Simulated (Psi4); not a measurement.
CH$_{2}$ (SMILES [CH2]), singlet, at a GFN2-xTB geometry; BHHLYP/aug-cc-pVDZ in Psi4.

Psi4 was given this input:
```
memory 2 GB

molecule mol {
0 1
C     0.001065    0.163900    0.016239
H    -0.884818   -0.486960   -0.038745
H     0.878429   -0.496439   -0.058687
}

set {
  basis aug-cc-pvdz
  reference rks
}

energy('bhhlyp')
print_variables()
```

The log (banner, timings and long lists left out):

```
   => Loading Basis Set <=

    Name: AUG-CC-PVDZ
    Role: ORBITAL
    Keyword: BASIS

         ---------------------------------------------------------
                                   SCF
               by Justin Turney, Rob Parrish, Andy Simmonett
                          and Daniel G. A. Smith
                              RKS Reference
         ---------------------------------------------------------

  ==> Geometry <==

    Molecular point group: cs
    Full point group: Cs

    Geometry (in Angstrom), charge = 0, multiplicity = 1:

       Center              X                  Y                   Z               Mass
    ------------   -----------------  -----------------  -----------------  -----------------
         C            0.094746176420    -0.000612611981     0.000000000000    12.000000000000
         H           -0.558363096204     0.885321328873     0.000000000000     1.007825032230
         H           -0.569763394687    -0.878027062968     0.000000000000     1.007825032230

  Running in cs symmetry.

  Rotational constants: A =     22.50482  B =     10.75838  C =      7.27878 [cm^-1]
  Rotational constants: A = 674677.61815  B = 322528.16777  C = 218212.26781 [MHz]
  Nuclear repulsion =    6.069526044654546

  Charge       = 0
  Multiplicity = 1
  Electrons    = 8
  Nalpha       = 4
  Nbeta        = 4

  ==> Algorithm <==

  SCF Algorithm Type is DF.
  DIIS enabled.
  MOM disabled.
  Fractional occupation disabled.
  Guess Type is SAD.
  Energy threshold   = 1.00e-06
  Density threshold  = 1.00e-06
  Integral threshold = 1.00e-12

  ==> Primary Basis <==

  Basis Set: AUG-CC-PVDZ
    Blend: AUG-CC-PVDZ
    Number of shells: 19
    Number of basis functions: 41
    Number of Cartesian functions: 43
    Spherical Harmonics?: true
    Max angular momentum: 2

  ==> DFT Potential <==

   => LibXC <=

    Version 7.1.2
    S. Lehtola, C. Steigemann, M. J. T. Oliveira, and M. A. L. Marques,  SoftwareX 7, 1–5 (2018) (10.1016/j.softx.2017.11.002)

   => Composite Functional: BHANDHLYP <=

    BHandHLYP Hyb-GGA Exchange-Correlation Functional

    A. D. Becke,  J. Chem. Phys. 98, 1372 (1993) (10.1063/1.464304)
    Defined through Gaussian implementation.

    Deriv               =              1
    GGA                 =           TRUE
    Meta                =          FALSE

    Exchange Hybrid     =           TRUE
    MP2 Hybrid          =          FALSE

   => Exchange Functionals <=

    0.5000         Becke 88

   => Exact (HF) Exchange <=

    0.5000               HF

   => Correlation Functionals <=

    1.0000   Lee, Yang & Parr

   => LibXC Density Thresholds  <==

    XC_HYB_GGA_XC_BHANDHLYP:  1.00E-15

   => Molecular Quadrature <=

    Radial Scheme          =       TREUTLER
    Pruning Scheme         =           NONE
    Nuclear Scheme         =       TREUTLER

    Blocking Scheme        =         OCTREE
    BS radius alpha        =              1
    Pruning alpha          =              1
    Radial Points          =             75
    Spherical Points       =            302
    Total Points           =          66755
    Total Blocks           =            547
    Max Points             =            255
    Max Functions          =             41
    Weights Tolerance      =       1.00E-15

   => Loading Basis Set <=

    Name: (AUG-CC-PVDZ AUX)
    Role: JKFIT
    Keyword: DF_BASIS_SCF

  ==> Integral Setup <==

  SCF_SUBTYPE=INCORE selected. In-core MEM_DF algorithm will be used.
  Using in-core AOs.

  ==> MemDFJK: Density-Fitted J/K Matrices <==

    J tasked:                   Yes
    K tasked:                   Yes
    wK tasked:                   No
    Algorithm:                 Core
    Schwarz Cutoff:           1E-12
    Mask sparsity (%):       0.0000
    Fitting Condition:        1E-10

   => Auxiliary Basis Set <=

  Basis Set: (AUG-CC-PVDZ AUX)
    Blend: AUG-CC-PVDZ-JKFIT
    Number of shells: 52
    Number of basis functions: 150
    Number of Cartesian functions: 171
    Spherical Harmonics?: true
    Max angular momentum: 3

  Minimum eigenvalue in the overlap matrix is 8.9364414964E-04.
  Reciprocal condition number of the overlap matrix is 1.5616192649E-04.
    Using symmetric orthogonalization.

  ==> Pre-Iterations <==

  SCF Guess: Superposition of Atomic Densities via on-the-fly atomic UHF (no occupation information).

   -------------------------
    Irrep   Nso     Nmo
   -------------------------
     A'        30      30
     A"        11      11
   -------------------------
    Total      41      41
   -------------------------

  ==> Iterations <==

                           Total Energy        Delta E     RMS |[F,P]|

   @DF-RKS iter SAD:   -38.53040471817677   -3.85304e+01   0.00000e+00
   @DF-RKS iter   1:   -39.08092068798651   -5.50516e-01   6.98830e-03 ADIIS/DIIS
   @DF-RKS iter   2:   -39.10088077735811   -1.99601e-02   4.53769e-03 ADIIS/DIIS
   @DF-RKS iter   3:   -39.11383549313622   -1.29547e-02   1.36940e-04 ADIIS/DIIS
   @DF-RKS iter   4:   -39.11386040995143   -2.49168e-05   1.96733e-05 DIIS
   @DF-RKS iter   5:   -39.11386092873814   -5.18787e-07   2.41124e-06 DIIS
   @DF-RKS iter   6:   -39.11386094106766   -1.23295e-08   4.12994e-07 DIIS
  Energy and wave function converged.

  ==> Post-Iterations <==

   Electrons on quadrature grid:
      Ntotal   =    8.0000008787 ; deviation = 8.787e-07

    Orbital Energies [Eh]
    ---------------------

    Doubly Occupied:

[...]
       4Ap    -0.312168

    Virtual:

[...]
      30Ap     2.581531

    Final Occupation by Irrep:
             Ap   App
    DOCC [     4,    0 ]
    NA   [     4,    0 ]
    NB   [     4,    0 ]

  @DF-RKS Final Energy:   -39.11386094106766

   => Energetics <=

    Nuclear Repulsion Energy =              6.0695260446545456
    One-Electron Energy =                 -63.6531405301396092
    Two-Electron Energy =                  21.5953084944654883
    DFT Exchange-Correlation Energy =      -3.1255549500480813
    Empirical Dispersion Energy =           0.0000000000000000
    VV10 Nonlocal Energy =                  0.0000000000000000
    Total Energy =                        -39.1138609410676565

Computation Completed

Properties will be evaluated at   0.000000,   0.000000,   0.000000 [a0]

Properties computed using the SCF density matrix

 Multipole Moments:

 ------------------------------------------------------------------------------------
     Multipole            Electronic (a.u.)      Nuclear  (a.u.)        Total (a.u.)
 ------------------------------------------------------------------------------------

 L = 1.  Multiply by 2.5417464519 to convert [e a0] to [Debye]
 Dipole X            :          0.3406913           -1.0575842           -0.7168928
 Dipole Y            :         -0.0022034            0.0068382            0.0046348
 Dipole Z            :          0.0000000            0.0000000            0.0000000
 Magnitude           :                                                    0.7169078

 ------------------------------------------------------------------------------------

  Variable Map:
  ----------------------------------------------------------------------------
[...]
  Array Variable Map:
  ----------------------------------------------------------------------------
[...]
[...]
```
